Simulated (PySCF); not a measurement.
GeHO, charge +1, multiplicity 1. Atoms are numbered in the order given.

```xyz
3

O      0.0000     0.0000     1.2755
Ge     0.0000     0.0000    -0.3889
H      0.0000     0.0000     2.2402
```
Charge +1, spin multiplicity 1.

Geometry: PBE0-D3(BJ)/def2-TZVP. The isomer is the one that the SMILES or the coordinates give; other isomers of the formula were not compared.

All values below come from TDA-B3LYP/def2-TZVPD run with PySCF.

Vertical excitations; the highest root listed may be one member of a degenerate set. The molecule is in vacuum. State labels are in the subgroup C2v.

Computed lowest excited states:
| state | symmetry | energy (eV) | λ (nm) | f | main pairs |
|---|---|---|---|---|---|
| S1 | A2 | 6.14 | 202 | 0.000 | HOMO→LUMO 50 %, HOMO−1→LUMO+1 50 % |
| S2 | A2 | 6.31 | 197 | 0.000 | HOMO−1→LUMO+1, HOMO→LUMO (degenerate set) |
| S3 | A1 | 6.31 | 197 | 0.000 | HOMO−1→LUMO, HOMO→LUMO+1 (degenerate set) |
| S4 | B1 | 8.01 | 155 | 0.246 | HOMO−2→LUMO (degenerate set) |
| S5 | B2 | 8.01 | 155 | 0.246 | HOMO−2→LUMO+1 (degenerate set) |
| S6 | A1 | 8.61 | 144 | 0.103 | HOMO→LUMO+1 39 %, HOMO−1→LUMO 39 %, HOMO−2→LUMO+2 15 % |
| S7 | B1 | 9.60 | 129 | 0.070 | HOMO−1→LUMO+2 (degenerate set) |
| S8 | B2 | 9.60 | 129 | 0.070 | HOMO→LUMO+2 (degenerate set) |
| S9 | A1 | 11.25 | 110 | 1.206 | HOMO−2→LUMO+2 79 % |
| S10 | B1 | 11.83 | 105 | 0.009 | HOMO−1→LUMO+3 59 %, HOMO−1→LUMO+4 40 % |
| T1 | B1 | 5.49 | 226 | 0 | HOMO−2→LUMO (degenerate set) |
| T2 | B2 | 5.49 | 226 | 0 | HOMO−2→LUMO+1 (degenerate set) |
| T3 | A1 | 5.52 | 225 | 0 | HOMO−1→LUMO 49 %, HOMO→LUMO+1 49 % |
| T4 | A2 | 5.77 | 215 | 0 | HOMO→LUMO 50 %, HOMO−1→LUMO+1 50 % |
Triplets are in the Tamm–Dancoff approximation.
